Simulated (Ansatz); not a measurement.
Species: BBr3, SMILES `B(Br)(Br)Br` (charge 0, multiplicity 1), formula BBr$_{3}$.

Q: How many basis functions does frozen-core CCSD(T)/cc-pVTZ // B3LYP-D3(BJ)/def2-TZVP (Ansatz, a quantum-chemistry and plane-wave program) use, how many core orbitals are frozen, and how many electrons are correlated?

A: 159 basis functions and 28 frozen orbitals, which leaves 54 correlated electrons (filled d shells below the valence shell are correlated). Core time is of the order of minutes.
